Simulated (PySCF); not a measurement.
Species: C6H11O (doublet state).
SMILES with atom numbers: `[CH3:1][CH2:2][CH2:3][C:4]([CH3:5])[CH:6]=[O:7]` (hydrogens: H8, H9, H10 on C1; H11, H12 on C2; H13, H14 on C3; H15, H16, H17 on C5; H18 on C6)

Structure used (GFN2-xTB), in Å, numbered top down from 1:
```xyz
18
C6H11O angstrom
C      1.7708    0.9345    0.4854
C      1.2549    0.3729   -0.8316
C      0.3442   -0.8574   -0.6225
C     -0.8887   -0.5210    0.1297
C     -2.0111    0.1508   -0.5615
C     -0.9963   -0.7965    1.5186
O     -1.9633   -0.5119    2.2208
H      2.3447    0.1838    1.0241
H      0.9451    1.2522    1.1183
H      2.4153    1.7912    0.3020
H      2.0986    0.0735   -1.4565
H      0.6978    1.1433   -1.3675
H      0.0775   -1.2457   -1.6095
H      0.9141   -1.6192   -0.0856
H     -2.4024   -0.4810   -1.3621
H     -2.8053    0.3611    0.1508
H     -1.6838    1.0826   -1.0273
H     -0.1207   -1.3070    1.9628
```

The hyperfine couplings belong to this conformer and change with its torsions.

Method used: PySCF 2.14.0, UKS B3LYP, pcH-1 on C H O, non-relativistic, mean-field spin-orbit, GIAO. The structure is a single GFN2-xTB conformer in the gas phase; no vibrational or solvent corrections. Couplings are sensitive to structure, and on GFN2-xTB geometries they can be far from those on DFT ones. Stability of the SCF solution: not tested.

**Question.** Give the isotropic g value and a_iso(13C) at C4.

**Answer.** g_iso = 2.00489 and a = +60.36 MHz, or +2.151 mT (Mulliken spin population +0.74). 13C makes up about 1.07 % of the natural element, so this concerns labelled samples or satellites.

**Question.** Take this nucleus alone (I = 1/2, g_N = 1.4048) with S = 1/2. Where do its 2 lines fall at 3.307 GHz to first order, to second order and exactly?

**Answer.** First order: B = B0 − a·mI with B0 = 117.851 mT. Second order subtracts a²[I(I+1) − mI²]/(2B0). The exact fields come from the Breit–Rabi levels of H = g μB B Sz − g_N μN B Iz + a S·I.

| mI | first order (mT) | second order (mT) | exact (mT) | exact − first order |
| --- | --- | --- | --- | --- |
| −1/2 | 118.926 | 118.917 | 118.917 | -0.010 |
| +1/2 | 116.775 | 116.766 | 116.765 | -0.010 |

**Question.** Someone takes the midpoint and the distance of the outer exact lines at face value. What g and a result?

**Answer.** Their midpoint, 117.841 mT, gives an apparent g of 2.00505 (true 2.00489), and their distance over 2I an apparent |a| of 2.151 mT (true 2.151).

Other couplings of abundant isotopes, left aside here: 3 × 1H 54 MHz, 2 × 1H 30 MHz, 1 × 1H 3 MHz.

Nuclei that the bonding pattern makes equivalent are averaged, as if the motion that swaps them (rotation, inversion, ring flip) were fast. The three 1H nuclei of mean +54.4 MHz run from 1.9 to 81.3 MHz in the frozen geometry. The 1H value of +29.9 MHz is a mean of couplings from 13.6 to 46.1 MHz in this one geometry, not an average over conformers.

Hardware: one thread of an Arm Neoverse V1, shared host with 32 logical CPUs at a one-minute load of 22. Cost: 85 s wall (grids of density and orbitals included), 1.0 GiB resident at most.
